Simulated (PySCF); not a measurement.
## Silver: a sound run and one with changed settings

Sound run: Ag²⁺ [Kr] 4d9, Ag³⁺ [Kr] 4d8. Calculation: PySCF 2.14, in aug-cc-pVDZ-PP with ECP28MDF; scalar relativity through the core potential. The sound run starts from symmetry-adapted Hartree-Fock orbitals and uses a fine grid where one is needed.

Changed run: radial step 0.3 in ln r (0.13 in the sound run). This setting is unsound on purpose.

```tsv
species	method	sound run (hartree)	changed run (hartree)	converged
Ag²⁺	UHF	-145.09545	-145.09545	yes
Ag²⁺	TPSS	-145.78093	-145.77767	yes
Ag²⁺	PBE	-145.83104	-145.82897	yes
Ag³⁺	UHF	-143.88585	-143.88585	yes
Ag³⁺	TPSS	-144.51445	-144.51009	yes
Ag³⁺	PBE	-144.54893	-144.54666	yes
```

Ionisation energy of Ag²⁺:

| method | sound run (eV) | changed run (eV) |
| --- | --- | --- |
| UHF | 32.915 | 32.915 |
| TPSS | 34.463 | 34.492 |
| PBE | 34.888 | 34.894 |

A coarse radial grid mis-integrates the density and the exchange-correlation energy, with errors of either sign; Hartree-Fock needs no grid.

For comparison, NIST gives 34.8 ± 0.3 eV between the lowest levels.
